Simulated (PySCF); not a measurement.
osmium atom (Os), quintet (core potentials on Os); BLYP-D4/def2-SVP run with PySCF.

Input for PySCF:
```python
from pyscf import gto, scf, dft

mol = gto.M(
    atom='''
Os    0.00000000    0.00000000    0.00000000
''',
    basis='def2-svp',
    ecp={'Os': 'def2-svp'},
    spin=4,
    verbose=3,
)

mf = dft.UKS(mol)
mf.xc = 'blyp'
mf.disp = 'd4'
mf.kernel()
```

Task: Write the output that PySCF gives for this input, abridged.

Result: 
```
converged SCF energy = -90.5425840127648  <S^2> = 6.0069094  2S+1 = 5.002763
```
